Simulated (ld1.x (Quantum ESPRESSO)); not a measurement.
What the settings do to the TM potential of germanium (Ge)

Base potential:

```json
{
  "Element": "Ge (Z = 32)",
  "Generator": "ld1.x (Quantum ESPRESSO) 7.5",
  "Type": "norm-conserving Troullier–Martins (Kleinman–Bylander form)",
  "Functional": "BP86",
  "Relativity": "scalar-relativistic",
  "Frozen core": "[Ar]",
  "Valence charge": "14",
  "Reference configuration": "3d10 4s2 4p1.75 (charge +0.25)",
  "Partial waves": "4s (bound): rc 1.65 bohr; 4p (bound): rc 2.00 bohr; 3d (bound): rc 1.25 bohr",
  "Local potential": "all-electron potential smoothed inside 1.05 bohr (lloc = -1)",
  "Core correction": "Bessel-smoothed model core inside 1.00 bohr"
}
```

All-electron outer shells of the reference configuration (BP86, scalar-relativistic, ld1.x):

```
shell  level (eV)  outermost node (bohr)  outermost maximum (bohr)
   3s     -170.62                   0.26                      0.54
   3p     -117.76                   0.23                      0.54
   3d      -31.48                      –                      0.50
   4s      -13.77                   0.77                      1.73
   4p       -5.73                   0.82                      2.19
```

Cutoffs, loose and tight: the cutoffs (Ry, on a coarse ladder) from which the occupation-weighted sum of valence levels, in a spherical-Bessel basis at the reference potential, stays within 10 and 1 mRy of its value at 400 Ry. They do not see the model core or the augmentation charge, which bear on the density cutoff. Test errors are all-electron minus pseudo excitation energies from the reference, over the configurations 3d10 4s2 4p2; 3d10 4s2 4p1; 3d10 4s2 4p0; 3d10 4s1 4p2; 3d10 4s1 4p3; 3d10 4s2 4p1.5; 3d10 4s2 4p2.3. A dash means not determined; rows that change the core or the reference have their own tests.

A true bound ghost makes a file unfit for plane-wave use even where its test errors are small: the radial tests pick states by their node count and pass the ghost by.

```csv
change,outcome,"cutoff, loose","cutoff, tight",bound ghosts,largest test error (meV)
base,generated,180 Ry,over 300 Ry,s,-5.7
local potential the s channel,generated,180 Ry,over 300 Ry,none,-3.7
wave 4s (bound): rc 1.65 bohr becomes 4s (bound): rc 1.86 bohr,generated,180 Ry,over 300 Ry,s,-5.8
functional BLYP,generated,180 Ry,over 300 Ry,s,-5.5
"core [Ar] 3d10, valence charge 4; reference 4s2 4p2; waves now 4s (bound): rc 1.50 bohr; 4p (bound): rc 2.30 bohr; local potential all-electron potential smoothed inside 1.50 bohr (lloc = -1); core correction none",generated,18 Ry,45 Ry,none,+115
core correction Bessel-smoothed model core inside 0.54 bohr,generated,180 Ry,over 300 Ry,s,-5.7
wave 3d (bound): rc 1.25 bohr becomes 3d (bound): rc 1.18 bohr,generated,200 Ry,over 300 Ry,s,-5.8
```

What comes out with this change to the base: reference 3d10 4s2 4p2?

outcome: generated; cutoff, loose: 180 Ry; cutoff, tight: over 300 Ry; bound ghosts: s; largest test error (meV): -263.

What comes out with this change to the base: all radii but the core radius scaled by about 1.41 (s 2.34, p 2.82, d 1.76 bohr); local potential all-electron potential smoothed inside 1.48 bohr (lloc = -1)?

outcome: generated; cutoff, loose: 120 Ry; cutoff, tight: 200 Ry; bound ghosts: none; largest test error (meV): -6.4.
